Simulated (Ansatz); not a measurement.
Reaction (redistribution): `OCNBF` + `[OH][InH][Cl]` → `OBNCO` + `[F][InH][Cl]`

Gas-phase electronic energies from Ansatz, PBE0-D4/def2-TZVP geometries. CCSD(T)/CBS is the MP2 limit (def2-TZVPP, def2-QZVPP) plus CCSD(T) − MP2 in def2-TZVPP, frozen cores. This one scheme is used for every species. Functionals use def2-TZVPP. B3LYP here is the variant with VWN-RPA as its local correlation; programs differ in this. Elements past krypton have def2 core potentials. For In outer-core shells are correlated without core-valence functions, which leaves a few kJ/mol of doubt a bond. Each species was taken in one conformer, which may not be the lowest.

`OCNBF`:

Z-matrix (Å, degrees):
```
C
N 1 1.422
O 1 1.413 2 108.8
H 1 1.096 2 107.9 3 120.9
H 1 1.098 2 110.3 3 -120.8
B 2 1.393 1 125.1 3 -106.4
H 2 1.010 1 114.8 3 67.3
H 3 0.961 1 108.6 2 -168.2
F 6 1.336 2 119.1 1 177.3
H 6 1.196 2 121.5 1 -3.8
```

`[OH][InH][Cl]`:

Cartesian coordinates in Å:
```
O 0.182 1.345 -0.663
In -0.321 -0.490 -0.160
Cl 0.699 -1.065 1.858
H 0.771 1.742 -0.015
H -1.331 -1.533 -1.020
```

`OBNCO`:

Cartesian coordinates in Å:
```
O -0.748 2.364 -0.485
B -0.582 1.014 -0.615
N -0.120 0.174 0.416
C 0.092 -1.238 0.287
O 1.451 -1.600 0.316
H -0.527 2.715 0.381
H -0.850 0.531 -1.677
H 0.151 0.542 1.316
H -0.393 -1.560 -0.640
H -0.360 -1.779 1.122
H 1.886 -1.164 -0.422
```

`[F][InH][Cl]`:

Cartesian coordinates in Å:
```
F 1.655 0.884 -0.065
In 0.003 -0.129 -0.151
Cl -1.397 0.551 1.549
H -0.260 -1.305 -1.333
```

```csv
level,ΔE (kJ/mol),difference from CCSD(T)/CBS
PBE-D4,-12.0,-4.2
r2SCAN-D4,-10.7,-2.9
PBE0-D4,-11.6,-3.8
B3LYP-D4,-10.8,-3.0
ωB97X-V,-11.8,-4.0
ωB97M-V,-11.2,-3.4
B2PLYP,-8.5,-0.7
PBE,-11.9,-4.1
r2SCAN,-10.7,-2.9
PBE0,-11.6,-3.8
B3LYP,-10.7,-2.9
HF/def2-TZVPP,-10.6,-2.8
MP2/def2-TZVPP,-4.3,3.5
SCS-MP2/def2-TZVPP,-5.0,2.8
CCSD/def2-TZVPP,-6.3,1.5
CCSD(T)/def2-TZVPP,-6.1,1.7
HF/def2-QZVPP,-12.2,-4.4
MP2/def2-QZVPP,-5.8,2.0
SCS-MP2/def2-QZVPP,-6.6,1.2
HF/CBS(def2),-12.5,-4.7
MP2/CBS(def2),-5.9,1.9
CCSD/CBS(def2),-7.9,-0.1
CCSD(T)/CBS,-7.8,0
```

Largest T1 diagnostic among the species: 0.015.

In def2-TZVPP, CCSD(T) changes the Hartree–Fock value by +4.5 kJ/mol (the triples alone add +0.2 kJ/mol) and MP2 by +6.4 kJ/mol.
